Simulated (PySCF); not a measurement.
# A series of derivatives of FC1CCCC1F

Parent skeleton `[F:1][CH:2]1[CH2:3][CH2:4][CH2:5][CH:6]1[F:7]`; one hydrogen on atom 4 is replaced by X. Hydrogens on one atom are averaged.

No solvent, averaged over atoms made equivalent by symmetry, fast rotation or ring inversion, non-relativistic, single conformer. Coordinates at the GFN2-xTB level; σ from GIAO-PBE0/pcSseg-1; PySCF.

References, each an isolated molecule treated in the same way: 19F (170.95 ppm) against CFCl3; 13C (186.93 ppm) and 1H (31.72 ppm) against TMS.

Parent (X = H): F1 -208.8, C2 104.0, C3 36.8, C4 27.4, C5 36.8, C6 104.0, F7 -208.8, H(C2) 5.38, H(C3) 2.01 ppm. Effects are Δδ = δ(X) − δ(H), positive for deshielding.

**Question.** Give Δδ (ppm) for X = C2H5, CHF2, cPr, isopropenyl.

**Answer.** 
```
          X                            SMILES     F1    C2    C3     C4    C5    C6     F7  H(C2)  H(C3)
       C2H5          CCC1C[C@@H](F)[C@H](F)C1   +0.6  -0.1  +8.0  +16.3  +4.8  +0.3   +3.0  +0.04  -0.05
       CHF2  FC(F)[C@H]1C[C@@H](F)[C@@H](F)C1  -19.4  -6.6  -4.2  +15.0  -4.2  -6.6  -19.4  -0.33  +0.13
        cPr   F[C@@H]1C[C@@H](C2CC2)C[C@@H]1F  -20.6  -6.5  +2.2  +14.5  +2.2  -6.5  -20.6  -0.28  +0.16
isopropenyl      C=C(C)C1C[C@@H](F)[C@H](F)C1   +3.4  -0.6  +5.6  +22.4  +3.8  +0.6   +0.7  -0.08  -0.13
```

**Question.** Which position responds most, and to which substituents?

**Answer.** F1: from -20.6 ppm with cPr to +3.4 ppm with isopropenyl.

Unscaled 19F shifts against computed CFCl3 carry errors that often reach 10 to 50 ppm.
